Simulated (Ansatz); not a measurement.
`[F][GeH]([Cl])[Br]` → `[F][Ge][Cl]` + HBr at 500 K and 1 bar (germylene formation by 1,1-elimination).

Program: Ansatz. Geometries: PBE0-D4/def2-TZVP. ΔE: electronic, gas phase. CCSD(T)/CBS is the MP2 limit (def2-TZVPP, def2-QZVPP) plus CCSD(T) − MP2 in def2-TZVPP, frozen cores. For Br, Ge outer-core shells are correlated without core-valence functions, which leaves a few kJ/mol of doubt a bond. Scalar relativity is left out up to krypton.

```csv
species,CCSD(T)/CBS energy (Eh),H − E (kJ/mol),S (J/(mol·K))
`[F][GeH]([Cl])[Br]`,-5209.72032,68.4,383.2
`[F][Ge][Cl]`,-2635.75718,30.9,316.5
HBr,-2573.91920,30.5,213.7
```

H − E and S are ideal-gas, rigid-rotor, harmonic terms from PBE0-D4/def2-TZVP, for one conformer and one mirror image of each species. 1 Eh = 2625.50 kJ/mol, R = 8.31446 J/(mol·K).

Q: By hand: ΔE, ΔH, ΔS and ΔG.

A: ΔE = (-2635.75718) + (-2573.91920) − (-5209.72032) = 0.04394 Eh = 115.4 kJ/mol. Δ(H − E) = 30.9 + 30.5 − 68.4 = -7.0, so ΔH = 108.4 kJ/mol. ΔS = 316.5 + 213.7 − 383.2 = 147.0 J/(mol·K). ΔG = 108.4 − 500 × (147.0)/1000 = 34.9 kJ/mol.

Q: By hand: the equilibrium constant, and the temperature at which ΔG would vanish if ΔH and ΔS stayed fixed.

A: log₁₀ K = −ΔG/(RT ln 10) = -3.6. ΔG = 0 at ΔH/ΔS = 737 K.

The number of gas molecules changes by +1, which sets the sign of ΔS. A doubt of 5 kJ/mol in ΔE shifts log₁₀ K by 0.5 here. Other conformers and mirror images would add mixing entropy, several J/(mol·K) or more a flexible species. These are equilibria of isolated gas molecules and say nothing of rates. Largest T1 diagnostic: 0.014 (customary marks: 0.02 for closed shells, 0.045 for open ones).
